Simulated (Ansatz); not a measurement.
Cartesian coordinates in Å:
```
N -0.177 -1.336 2.099
Al -0.161 -0.403 0.608
C 0.914 0.568 -0.689
C -0.485 0.753 -1.324
O -1.423 0.072 -0.459
H 0.638 -1.556 2.648
H -1.001 -1.727 2.526
H 1.612 0.008 -1.311
H 1.387 1.500 -0.380
H -0.765 1.809 -1.392
H -0.539 0.314 -2.325
```

The species carries charge 0 and has multiplicity 1.

Q: List the PBE/def2-TZVPP orbital energies in eV (the Gaussian-basis code of Ansatz). (Best estimate.)

A: The calculation gave: Occupied: -1505.98, -509.21, -379.91, -269.93, -268.33, -106.31, -68.38, -68.24, -68.17, -24.09, -20.65, -17.60, -14.37, -11.91, -11.18, -10.91, -10.38, -9.55, -8.71, -6.73, -6.45, -6.25, -5.89. Lowest empty: -0.86, -0.22, 0.39, 0.61, 1.60, 1.73, 1.84, 2.22.
